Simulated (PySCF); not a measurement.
B3LYP has the VWN-RPA correlation part, as in Gaussian. 

```xyz
9

Si     2.0328     0.6475    -0.0015
C      0.5544    -0.1322     0.4899
N     -0.6221     0.0582    -0.1482
Si    -2.1445    -0.4361    -0.0402
H      3.2834     0.3956     0.7358
H      2.1004     1.5657    -1.1497
H      0.6070    -0.8018     1.3557
H     -2.7057    -1.3786     0.9585
H     -3.1058     0.0818    -1.0205
```

Charge 0, multiplicity 1.

Question: Give the Mulliken and meta-Löwdin atomic charges from B3LYP-D3(BJ)/def2-TZVP (PySCF).

Answer: 
| atom | Mulliken (e) | meta-Löwdin (e) |
|---|---|---|
| Si1 | 0.18 | 0.42 |
| C2 | -0.14 | -0.28 |
| N3 | -0.31 | -0.51 |
| Si4 | 0.27 | 0.61 |
| H5 | -0.02 | -0.08 |
| H6 | -0.02 | -0.07 |
| H7 | 0.09 | 0.10 |
| H8 | -0.03 | -0.11 |
| H9 | -0.01 | -0.08 |
